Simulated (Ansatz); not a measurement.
Ta2O2⁺, 4 atoms. Hardware: 4 threads of AMD EPYC 7B13 on a shared host.

In the def2 sets Ta takes a core potential; there is no spin–orbit coupling. Correlated methods freeze 2 core orbitals; core or outer-core shells of Ta are correlated, in sets that lack core-valence functions.

(1) How many basis functions does each of these Ansatz runs have, and roughly what does it cost? RPA@PBE/def2-TZVP, charge 1 quartet, energy, from earlier orbitals; PBE0-D4/def2-TZVP, charge 0 singlet at the geometry of the charge 1 doublet, energy, from earlier orbitals; PBE-D4/def2-TZVP, charge 0 triplet at the geometry of the charge 1 doublet, energy, from earlier orbitals; r2SCAN-D4/def2-TZVP, charge 1 quartet, energy, from earlier orbitals; PBE0-D4/def2-TZVP, charge 1 doublet, relaxation, 16 steps; PBE0-D4/def2-TZVP, charge 1 quartet, energy, from earlier orbitals; RPA@PBE/def2-TZVP, charge 1 doublet, energy, from earlier orbitals; PBE-QIDH/def2-TZVP, charge 1 doublet, energy, from earlier orbitals; PBE0-D4/def2-SVP, charge 1 quartet, energy with a search over starts; revPBE-D4/def2-TZVP, charge 1 quartet, energy, from earlier orbitals; PBE-D4/def2-TZVP, charge 0 singlet at the geometry of the charge 1 doublet, energy, from earlier orbitals; PBE0-D4/def2-TZVP, charge 0 triplet at the geometry of the charge 1 doublet, energy.

Results:

(1) Other jobs shared the machine, so times can vary by a factor of up to 3. A dash marks memory too small to be measured apart from the calling script's.

```tsv
run	functions	fitting or Cholesky vectors	wall time	peak host memory (GiB)
PBE-D4/def2-TZVP, charge 0 singlet at the geometry of the charge 1 doublet, energy, from earlier orbitals	142	976	1 s	–
PBE0-D4/def2-TZVP, charge 0 singlet at the geometry of the charge 1 doublet, energy, from earlier orbitals	142	1118	1.4 s	–
revPBE-D4/def2-TZVP, charge 1 quartet, energy, from earlier orbitals	142	976	2 s	–
PBE-D4/def2-TZVP, charge 0 triplet at the geometry of the charge 1 doublet, energy, from earlier orbitals	142	976	2.3 s	–
RPA@PBE/def2-TZVP, charge 1 quartet, energy, from earlier orbitals	142	1150	3.5 s	–
RPA@PBE/def2-TZVP, charge 1 doublet, energy, from earlier orbitals	142	1150	3.5 s	–
PBE0-D4/def2-SVP, charge 1 quartet, energy with a search over starts	92	886	3.6 s	–
PBE0-D4/def2-TZVP, charge 1 quartet, energy, from earlier orbitals	142	1118	3.7 s	–
r2SCAN-D4/def2-TZVP, charge 1 quartet, energy, from earlier orbitals	142	976	5 s	–
PBE0-D4/def2-TZVP, charge 0 triplet at the geometry of the charge 1 doublet, energy	142	1118	6 s	–
PBE-QIDH/def2-TZVP, charge 1 doublet, energy, from earlier orbitals	142	1150	7.5 s	–
PBE0-D4/def2-TZVP, charge 1 doublet, relaxation, 16 steps	142	1118	45 s	–
```
